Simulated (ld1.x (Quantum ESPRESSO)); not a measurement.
Which change was made? (V, TM)

```
Element                 : V
Generator               : ld1.x (Quantum ESPRESSO) 7.5
Type                    : norm-conserving Troullier–Martins (Kleinman–Bylander form)
Functional              : LDA (PZ)
Relativity              : scalar-relativistic
Frozen core             : [Ne] 3s2
Valence charge          : 11
Reference configuration : 3p6 3d4 4s1 4p0
Partial waves           : 4s (bound): rc 2.90 bohr; 3p (bound): rc 1.35 bohr; 3d (bound): rc 1.70 bohr
Local potential         : all-electron potential smoothed inside 2.35 bohr (lloc = -1)
Core correction         : Bessel-smoothed model core, default radius (core density twice the valence density)
```

Cutoffs, loose and tight: the cutoffs (Ry, on a coarse ladder) from which the occupation-weighted sum of valence levels, in a spherical-Bessel basis at the reference potential, stays within 10 and 1 mRy of its value at 400 Ry. They do not see the model core or the augmentation charge, which bear on the density cutoff. Test errors are all-electron minus pseudo excitation energies from the reference, over the configurations 3p6 3d3 4s2 4p0; 3p6 3d3 4s1 4p0; 3p6 3d3 4s0 4p0; 3p6 3d4 4s0 4p0; 3p6 3d3 4s1.5 4p0; 3p6 3d3 4s0 4p2; 3p6 3d2 4s2 4p1 (two spin-polarised tests are not counted in the largest error); variants that change the core or the reference have their own tests. The largest error is taken over the tests solved by every variant that gives reliable tests at all, those not shown here included: 3p6 3d2 4s2 4p1; 3p6 3d3 4s0 4p0; 3p6 3d3 4s1.5 4p0; 3p6 3d3 4s2 4p0; 3p6 3d4 4s0 4p0.

The base gives: outcome: generated; cutoff, loose: 70 Ry; cutoff, tight: 100 Ry; bound ghosts: none; largest test error (meV): -159.

Q: After one change the result is: outcome: generated; cutoff, loose: 55 Ry; cutoff, tight: 90 Ry; bound ghosts: s; largest test error (meV): -41. Which change was it?
A. wave 3p (bound): rc 1.35 bohr becomes 3p (bound): rc 0.88 bohr
B. type RRKJ; local potential all-electron potential smoothed inside 1.50 bohr (lloc = -1); rho0 0.01
C. all radii but the core radius scaled by about 1.21 (s 3.52, p 1.64, d 2.06 bohr); local potential all-electron potential smoothed inside 2.84 bohr (lloc = -1)
D. local potential all-electron potential smoothed inside 2.25 bohr (lloc = -2)

A: B. The others give: local potential all-electron potential smoothed inside 2.25 bohr (lloc = -2) → outcome: generated; cutoff, loose: 70 Ry; cutoff, tight: 100 Ry; bound ghosts: none; largest test error (meV): -422 | all radii but the core radius scaled by about 1.21 (s 3.52, p 1.64, d 2.06 bohr); local potential all-electron potential smoothed inside 2.84 bohr (lloc = -1) → outcome: generated; cutoff, loose: 55 Ry; cutoff, tight: 90 Ry; bound ghosts: none; largest test error (meV): -110 | wave 3p (bound): rc 1.35 bohr becomes 3p (bound): rc 0.88 bohr → outcome: generated; cutoff, loose: 100 Ry; cutoff, tight: 180 Ry; bound ghosts: none; largest test error (meV): -162.
